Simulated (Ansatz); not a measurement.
Reaction (ligand exchange at the Al–N bond): `[NH2][AlH][N]([SiH3])[SiH3]` + `CNC` → `C[N](C)[AlH][NH2]` + `[SiH3]N[SiH3]`

Calculated with Ansatz (gas phase, PBE0-D4/def2-TZVP geometries, no zero-point term in ΔE). CBS: MP2 limit from def2 TZ/QZ plus the TZ coupled-cluster correction, frozen cores. This one scheme is used for every species. Functionals use def2-TZVPP. B3LYP here is the variant with VWN-RPA as its local correlation; programs differ in this. Each species was taken in one conformer, which may not be the lowest.

(1) Is it downhill or uphill in electronic energy at CCSD(T)/CBS, and by how much? (An estimate is asked.)

(2) What do these levels give: PBE0-D4, ωB97X-V, r2SCAN, PBE0, B3LYP, HF/def2-TZVPP, MP2/def2-TZVPP, CCSD/def2-TZVPP, CCSD(T)/def2-TZVPP, HF/CBS(def2), MP2/CBS(def2), CCSD/CBS(def2)? (Best estimate.)

Largest T1 diagnostic among the species: 0.012.

Results:

(1) Computed: Uphill: ΔE = +0.22 eV.

(2) The calculation gave: PBE0-D4 0.22, ωB97X-V 0.20, r2SCAN 0.21, PBE0 0.19, B3LYP 0.14, HF/def2-TZVPP 0.19, MP2/def2-TZVPP 0.21, CCSD/def2-TZVPP 0.21, CCSD(T)/def2-TZVPP 0.22, HF/CBS(def2) 0.19, MP2/CBS(def2) 0.21, CCSD/CBS(def2) 0.21 eV.

The D4 term adds +0.05 eV with B3LYP and +0.03 eV with PBE0; it sums over pairs of atoms, weighted by their polarisabilities, and B3LYP, whose exchange is more repulsive, gets the larger term.
